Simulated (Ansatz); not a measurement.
Total energies of the cluster K2Na2 from Ansatz at PBE/def2-TZVP, gas phase (1 Eh = 27.2114 eV = 2625.5 kJ/mol). The reference geometry is relaxed at PBE/def2-TZVP.

```xyz
4

Na    2.0023    2.1343    1.8178
Na    1.2932   -0.7637    0.0721
K    -1.6882   -2.6372   -1.9643
K    -1.6073    1.2666    0.0743
```

```csv
state,geometry,energy (Eh)
charge 0 singlet,reference,-1523.76657
charge 1 doublet,reference,-1523.62574
charge 0 triplet,relaxed at PBE/def2-TZVP,-1523.76005
charge 0 quintet,relaxed at PBE/def2-TZVP,-1523.71151
```

Problem. Work out the vertical ionisation energy to the doublet.

Solution. E(charge 1 doublet) − E(charge 0 singlet) = -1523.62574 − (-1523.76657) = 0.14083 Eh = 3.83 eV. For comparison, −ε of the highest occupied level is 2.41 eV at this level, 1.42 eV less.

Problem. Which of the charge 0 states is lowest, and how far above it are the others?

Solution. The singlet. triplet: -1523.76005 − (-1523.76657) = 0.00652 Eh = 17.1 kJ/mol; quintet: -1523.71151 − (-1523.76657) = 0.05506 Eh = 144.6 kJ/mol. The triplet differs in its bonds from the reference. The quintet differs in its bonds from the reference.

The structure comes from a short search, and lower isomers may exist.
